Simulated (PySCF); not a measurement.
## Where the electron goes

Compound: (SiH3)(GeH3)PPF2, F₂GeH₆P₂Si.
Z-matrix (Å and degrees, PBE0-D3(BJ)/def2-SVP geometry), rows numbered from 1:
```
F 
P   1  1.6119
F   2  1.6214  1   98.00
P   2  2.2362  1   98.07  3   -98.25
Si  4  2.2695  2   94.80  1  -109.85
Ge  4  2.3334  2   93.62  1   154.21
H   5  1.4915  4  107.09  2  -172.48
H   5  1.4931  4  108.46  2    68.99
H   5  1.4961  4  112.75  2   -52.02
H   6  1.5407  4  110.80  2    27.62
H   6  1.5330  4  108.32  2   -93.74
H   6  1.5383  4  106.81  2   146.88
```

Computed with TDDFT B3LYP/def2-SVPD, vertical, gas phase, core orbitals frozen in the response (PySCF). The B3LYP/def2-SVPD calculation is non-relativistic and has no spin–orbit coupling, an omission that weighs most on germanium.

Frontier orbitals with the atoms that hold most of them (Löwdin shares over 4%, at most four atoms; ? is withheld):

| orbital | ε (eV) | atoms |
| --- | --- | --- |
| LUMO+2 | -0.55 | P4 27%, Ge6 19%, Si5 14%, P2 10% |
| LUMO+1 | -1.12 | P2 35%, P4 28%, Ge6 11%, Si5 6% |
| LUMO | ? | ? |
| HOMO | -7.08 | ? |
| HOMO-1 | -8.07 | P4 40%, P2 16%, Ge6 12%, F1 8% |
| HOMO-2 | -8.69 | P4 35%, Si5 21%, Ge6 17%, H11 9% |
| HOMO-3 | -9.79 | Ge6 38%, H10 25%, H12 17%, P2 6% |

Q: Give the leading atoms of the LUMO.

A: P2 (bonded to 2 F and P) 36%; P4 (bonded to Ge, P and Si) 13%; Ge6 (bonded to P and 3 H) 12%; F3 (bonded to P) 10%. By element: phosphorus 48%, germanium 12%, fluorine 10% or more.

Q: Give the leading atoms of the HOMO.

A: P4 (bonded to Ge, P and Si) 43%; P2 (bonded to 2 F and P) 32%; F3 (bonded to P) 6%; F1 (bonded to P) 6%. By element: phosphorus 76%, fluorine 12%.

Q: What is the LUMO energy, and the HOMO–LUMO gap?

A: ε(LUMO) = -1.38 eV; the gap is 5.70 eV (0.2095 hartree).

Q: The HOMO–LUMO gap is 5.70 eV. Where does the response calculation put the lowest singlet, and from which orbitals?

A: S1 is at 4.64 eV (f = 0.0082), 1.06 eV below the gap, made of HOMO→LUMO (99%). Without the coupling terms of the response equations the lowest excitation would equal the gap.

Q: Give energy, strength and leading configuration of S1, S2 and S4, and follow the Löwdin shares of the leading atoms from the occupied to the empty orbital.

A: 
- S1 (4.64 eV, f 0.0082), HOMO→LUMO (99%): P4 43% → 13%, P2 32% → 36%
- S2 (5.35 eV, f 0.104), HOMO→LUMO+1 (83%): P4 43% → 28%, P2 32% → 35%
- S4 (5.69 eV, f 0.0096), HOMO-1→LUMO (76%): P4 40% → 13%, P2 16% → 36%

Löwdin shares depend on the basis, the more so with diffuse functions.

The run took 1.9 min wall (grids of density and orbitals included) on Arm Neoverse V2, one thread, shared host with 96 logical CPUs at a one-minute load of 21, and the process peaked at 1.1 GiB of memory.

One conformer stands for the species.
